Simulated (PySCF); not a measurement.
C3H2F3, doublet (typed; the unrestricted solution is spin-contaminated), at the geometry optimised at the base level; PySCF with HF/STO-3G, frequencies.

The PySCF input:
```python
from pyscf import gto, scf
from pyscf.hessian import thermo

mol = gto.Mole()
mol.atom = '''
    F     2.691972   -0.187418    0.179068
    C     1.446682    0.311156    0.008775
    C     0.314031   -0.518819    0.126412
    C    -1.002383   -0.052800   -0.040648
    F    -2.088508   -0.847620    0.071931
    F    -1.311504    1.230310   -0.329094
    H     1.377067    1.373708   -0.220447
    H     0.445322   -1.568378    0.356066
'''
mol.basis = 'sto-3g'
mol.charge = 0
mol.spin = 1
mol.verbose = 3
mol.build()

mf = scf.UHF(mol)
mf.kernel()
hess = mf.Hessian().kernel()
freq = thermo.harmonic_analysis(mf.mol, hess)
print('frequencies / cm-1', freq['freq_wavenumber'].round(1))
th = thermo.thermo(mf, freq['freq_au'], 200, 101325)
thermo.dump_thermo(mf.mol, th)
```

It wrote (shortened):

```
converged SCF energy = -407.434782385641  <S^2> = 1.0698962  2S+1 = 2.2977347
frequencies / cm-1 [ 165.   170.   210.9  276.9  394.3  481.4  574.8  603.2  935.7  978.2
 1248.7 1374.8 1405.1 1634.9 1650.6 1736.2 3681.7 3724.7]
temperature 200.0000 [K]
pressure 101325.00 [Pa]
Rotational constants [GHz] 9.32412 1.71609 1.44934
Symmetry number 1
Zero-point energy (ZPE) 0.04840 [Eh]   127085.705 [J/mol]
                           tot       elec      trans        rot        vib
Entropy [J/mol/K]       299.666      5.763    157.247    108.113     28.543
Cv [J/mol/K]             65.818      0.000     12.472     12.472     40.874
Cp [J/mol/K]             74.132      0.000     20.786     12.472     40.874
Internal energy [J/mol]                      2494.338   2494.338 130747.585
Internal energy [Eh]   -407.38308  -407.43478
Enthalpy [J/mol]                             4157.230   2494.338 130747.585
Enthalpy [Eh]          -407.38245
Gibbs free energy [J/mol]                  -27292.107 -19128.293 125039.011
Gibbs free energy [Eh] -407.40528
```
